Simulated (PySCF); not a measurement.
PySCF 2.14 output of an unrestricted PBE calculation on a single atom or ion in aug-cc-pwCVTZ-DK3 (11s10p8d5f1g, 125 functions), with the spin-free X2C one-electron Hamiltonian (Gaussian nucleus):

```
SCF conv_tol = 1e-09
number electrons alpha = 40  beta = 39
    J. P. Perdew, K. Burke, and M. Ernzerhof.,  Phys. Rev. Lett. 77, 3865 (1996)
    J. P. Perdew, K. Burke, and M. Ernzerhof.,  Phys. Rev. Lett. 78, 1396 (1997)
    J. P. Perdew, K. Burke, and M. Ernzerhof.,  Phys. Rev. Lett. 77, 3865 (1996)
    J. P. Perdew, K. Burke, and M. Ernzerhof.,  Phys. Rev. Lett. 78, 1396 (1997)
cycle= 1 E= -20882.2091669369  delta_E= -0.0236  |g|= 0.249  |ddm|= 1.11
cycle= 2 E= -20882.2090634409  delta_E= 0.000103  |g|= 0.222  |ddm|= 0.289
cycle= 3 E= -20882.2124460527  delta_E= -0.00338  |g|= 0.0174  |ddm|= 0.122
cycle= 4 E= -20882.212487963  delta_E= -4.19e-05  |g|= 0.000722  |ddm|= 0.0181
cycle= 5 E= -20882.2124880775  delta_E= -1.15e-07  |g|= 1.36e-05  |ddm|= 0.00135
cycle= 6 E= -20882.2124880775  delta_E= -1.46e-11  |g|= 3.65e-07  |ddm|= 1.99e-05
converged SCF energy = -20882.2124880775  <S^2> = 0.7504076  2S+1 = 2.0004076
```

The run itself started from symmetry-adapted Hartree-Fock orbitals and held the occupation by maximum overlap, on a logarithmic radial grid, so the iterations belong to that start.

Problem. Which element, charge and spin multiplicity is this?

Solution. Pb³⁺ (lead, charge +3), multiplicity 2; the state was [Xe] 4f14 5d10 6s1, 2S determinant.

Spin-orbit coupling, which splits the p, d and f shells strongly at this Z, is absent.
